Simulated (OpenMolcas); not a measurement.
S I: effect of the level shift or regulariser

| Property | Result |
| --- | --- |
| Program | OpenMolcas |
| Basis | ANO-RCC [8s7p5d4f2g] |
| Scalar Hamiltonian | DKH2, point nucleus |
| Active space | 6 electrons in 9 orbitals (RAS2 3s 3p; RAS3 3d, at most 2 electrons) |
| State averaging | 2S+1 = 3 even, 3 roots; 2S+1 = 1 even, 6 roots; 2S+1 = 3 odd, 3 roots |
| Spin-orbit coupling | state interaction with AMFI integrals over the reference wave functions, term energies averaged over their components |

Methods on the same reference wave functions:
A. RASSCF
B. SS-RASPT2, IPEA 0.25 Eh, imaginary shift 0.1 Eh (closed shells correlated: 2s 2p)
C. SS-RASPT2, IPEA 0.25 Eh, sigma2 regulariser 0.3 Eh (closed shells correlated: 2s 2p)

Energies in cm⁻¹ above 3s² 3p⁴ ³P₂, the measured ground level; measured values from NIST Handbook of Basic Atomic Spectroscopic Data.

| Level | A | B | C | Measured |
| --- | --- | --- | --- | --- |
| 3s² 3p⁴ ³P₂ | 0.0 | 0.0 | 0.0 | 0.0 |
| 3s² 3p⁴ ³P₁ | 358 | 359 | 359 | 396 |
| 3s² 3p⁴ ³P₀ | 523 | 524 | 524 | 574 |
| 3s² 3p⁴ ¹D₂ | 10957 | 9180 | 9180 | 9239 |
| 3s² 3p⁴ ¹S₀ | 23953 | 22140 | 22130 | 22180 |
| 3s 3p⁵ ³P°₂ | 74350 | 74140 | 74490 | 72023 |
| 3s 3p⁵ ³P°₁ | 74684 | 74470 | 74820 | 72382 |
| 3s 3p⁵ ³P°₀ | 74851 | 74640 | 74990 | 72572 |

Deviations, from unrounded energies. A percentage is the sum of absolute deviations over the sum of measured energies, with the sign that they share, or ± where signs differ.

```
                        Against measurement  Levels      A     B     C
             mean absolute deviation (cm-1)       7   1500   920  1100
      fine structure of the ground term (%)       2   -9.1  -9.0  -9.0
other terms of the ground configuration (%)       2  +11.1  -0.3  -0.3
                   other configurations (%)       3   +3.2  +2.9  +3.4
```

B lies closest to measurement on these levels and A furthest from it. The largest miss of B in the table is 3s 3p⁵ ³P°₂, by +2100 cm-1. The ranking rests on the paired levels alone, and a cruder setting can come out closer through cancelling errors.

Between B and C the level of the table that moves most is 3s 3p⁵ ³P°₁, by 350 cm-1 (lowest in B, highest in C). Moves below CASPT2's spread within the term are not significant.

From A to B the spin-free energies of the other terms of 3s² 3p⁴ shown, above ³P, scale by factors of 0.84 to 0.92.

The lowest spin-free term lies below A's lowest term by 0.228 hartree in B, 0.228 hartree in C.

CASPT2 does not keep the components of a term degenerate, so their means are used; among the terms shown or strongly mixed into the levels shown the widest spread is 32 cm-1 (3s² 3p⁴ ¹D, B). Active for correlation alone: 3d; no level in the range computed is led by a configuration that fills it, so any true level of that kind is missing. Some terms mix strongly with configurations of 3d, whose occupation reaches 0.33 (3s 3p⁵ ³P°). Without dynamic correlation excited terms often stand tens of per cent too high (terms of higher spin than the ground term too low), and those without a measured partner can miss by more than the paired ones (holds for A). Computed and measured levels are paired by configuration, term and J; levels that our copy of the source lacks, or whose pairing is in doubt (as where it misses far off the trend of its configuration), stay unpaired and out of the deviations. Only configurations of the active space appear.

° marks odd parity.
